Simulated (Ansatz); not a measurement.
Cost and result for the atomization energy of C₂H₈N₂OSi₂, SMILES `N[SiH2]C#C[SiH](N)O` (15 atoms, 14 bonds).

Cartesian coordinates in Å:
```
N -3.2806 1.6409 0.2026
Si -1.8974 1.6230 -0.8070
C -0.5600 0.4766 -0.2835
C 0.3095 -0.2880 0.0881
Si 1.6138 -1.4377 0.6658
N 2.5614 -1.7360 -0.7175
O 2.4762 -0.8070 1.9107
H -3.2151 2.0453 1.1234
H -3.8981 0.8445 0.2085
H -2.3201 1.2025 -2.1643
H -1.3139 2.9857 -0.8209
H 1.0059 -2.6426 1.2700
H 2.2712 -1.4118 -1.6236
H 3.2484 -2.4687 -0.7674
H 2.9987 -0.0267 1.7150
```

Total charge 0; spin multiplicity 1. All single points use the PBE0-D4/def2-TZVP geometry. It is one conformer, not always the lowest. Program: Ansatz. All runs use 2 threads of an AMD EPYC 7R13 on a shared host and a share of an NVIDIA H100 80 GB. Times are those of one run each, without the atoms' runs, and a repeat can differ threefold. Electronic energies, without spin–orbit coupling; frozen cores. CCSD(T)/CBS adds CCSD(T) − MP2 in def2-TZVPP to the MP2 limit, and its time is that of the two runs behind it. T1 = 0.012. B3LYP takes the VWN-RPA correlation (the form of Gaussian; ORCA's B3LYP/G).

CCSD(T)/CBS is a level of theory with its own doubt, some kJ/mol a heavy atom from the limit and from the frozen cores, so smaller differences don't rank the functionals.

```json
{"level": "ωB97X-V/def2-TZVPP", "functions": "351", "wall time": "3.3 s"}
{"level": "r2SCAN-D4/def2-TZVPP (with forces)", "functions": "351", "wall time": "3.9 s"}
{"level": "PBE0-D4/def2-TZVPP", "functions": "351", "wall time": "4 s"}
{"level": "PBE-D4/def2-TZVPP (with forces)", "functions": "351", "wall time": "4 s"}
{"level": "B3LYP-D4/def2-TZVPP (with forces)", "functions": "351", "wall time": "4.2 s"}
{"level": "ωB97M-V/def2-TZVPP (with forces)", "functions": "351", "wall time": "4.3 s"}
{"level": "B2PLYP/def2-TZVPP", "functions": "351", "wall time": "4.6 s"}
{"level": "MP2/def2-QZVPP", "functions": "665", "wall time": "4.6 s"}
{"level": "CCSD(T)/def2-TZVPP", "functions": "351", "wall time": "9.5 s"}
{"level": "CCSD(T)/CBS(def2)", "functions": "–", "wall time": "14 s"}
```

(1) What atomization energy does each give, and how far from CCSD(T)/CBS? (An estimate is asked.)

Answers

(1) Ansatz gave: 
```csv
level,atomization (kJ/mol),difference from CCSD(T)/CBS,per bond
ωB97X-V/def2-TZVPP,5781.2,5.6,0.4
r2SCAN-D4/def2-TZVPP (with forces),5747.8,-27.8,-2.0
PBE0-D4/def2-TZVPP,5735.0,-40.6,-2.9
PBE-D4/def2-TZVPP (with forces),5854.9,79.3,5.7
B3LYP-D4/def2-TZVPP (with forces),5768.0,-7.6,-0.5
ωB97M-V/def2-TZVPP (with forces),5786.9,11.3,0.8
B2PLYP/def2-TZVPP,5711.2,-64.4,-4.6
MP2/def2-QZVPP,5820.2,44.6,3.2
CCSD(T)/def2-TZVPP,5589.3,-186.3,-13.3
CCSD(T)/CBS(def2),5775.6,0.0,0.0
```

In def2-TZVPP, CCSD(T) changes the Hartree–Fock value by +1525.2 kJ/mol (the triples alone add +95.7 kJ/mol) and MP2 by +1644.4 kJ/mol; breaking electron pairs costs correlation energy, which Hartree–Fock lacks. The D4 term adds +53.5 kJ/mol with B3LYP and +28.4 kJ/mol with PBE0; it sums over pairs of atoms, weighted by their polarisabilities, and B3LYP, whose exchange is more repulsive, gets the larger term. From PBE to PBE0 (25 % exact exchange), in def2-TZVPP and without D4, the atomization energy moves by −115.0 kJ/mol: exact exchange takes away binding that semilocal exchange gives to molecules.
